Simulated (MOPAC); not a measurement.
MOPAC input (PM3):

```
PM3 PRECISE GNORM=0.05 LET XYZ GEO-OK AUX(PRECISION=9) THREADS=1
OSn

Sn   -0.00000000 1   -0.00000000 1   -0.25264832 1
O     0.00000000 1    0.00000000 1    1.57905201 1
```

**Question.** What heat of formation does the run end on?

**Answer.** 4.53 kcal/mol.
